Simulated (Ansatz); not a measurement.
C₂H₆BrFSi, SMILES `CC(F)([SiH3])Br`, relaxed with RKS PBE-D4/def2-SVP in the Gaussian-basis code of Ansatz from a rough embedded geometry. The force threshold is 0.03 eV/Å; the program also tests the step.

Total charge 0; spin multiplicity 1.

Start:

```xyz
11

C    -1.320    0.392   -0.279
C     0.142    0.566   -0.164
F     0.314    1.640    0.612
Si    1.150   -0.808    0.559
Br    0.914    0.957   -1.939
H    -1.825    1.280   -0.759
H    -1.579   -0.448   -0.989
H    -1.801    0.214    0.625
H     2.523   -0.535    0.687
H     0.565   -1.187    1.918
H     0.917   -2.070   -0.270
```

**Question.** How much energy does the relaxation release, and in how many steps? (Estimate.)

**Answer.** Ansatz gave: 10.10 kcal/mol, in 4 steps.

**Question.** Which bonds change most? (Estimate.)

**Answer.** Computed: Si4–H9 from 1.406 to 1.497 Å; C2–Si4 from 1.851 to 1.930 Å; C1–H8 from 1.039 to 1.110 Å; C2–F3 from 1.336 to 1.381 Å.

**Question.** Give the relaxed structure. (An estimate is asked.)

**Answer.** Ansatz gave: 
```xyz
11

C    -1.368    0.391   -0.330
C     0.122    0.589   -0.154
F     0.344    1.699    0.639
Si    1.120   -0.892    0.576
Br    0.946    0.953   -1.953
H    -1.827    1.301   -0.767
H    -1.579   -0.471   -0.991
H    -1.828    0.205    0.663
H     2.563   -0.504    0.671
H     0.573   -1.178    1.950
H     0.934   -2.094   -0.303
```
